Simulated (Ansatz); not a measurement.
BeH2O2 (SMILES [OH][Be][OH]) moved off its minimum; all values from Ansatz (a program for electronic structure), cores frozen in correlated methods.
(charge 0, multiplicity 1)
```xyz
5

Be     0.0022    -0.0579    -0.0364
O      0.8868     0.2430    -1.1494
H      1.7386     0.0810    -1.1418
O     -0.9736     0.0190     1.2018
H     -1.3133    -0.8616     1.3474
```

Question: Give the forces (eV/Å), the total energy and the dipole at CCSD(T)/aug-cc-pVTZ.

Answer: 
```
atom      Fx      Fy      Fz
----  ------  ------  ------
Be1   -1.231   0.961   1.583
O2    -6.810   0.772   0.605
H3     6.537  -1.164  -0.142
O4     1.899  -0.255  -2.416
H5    -0.394  -0.313   0.369
```
Energy -166.2754 hartree, dipole 2.46 D.
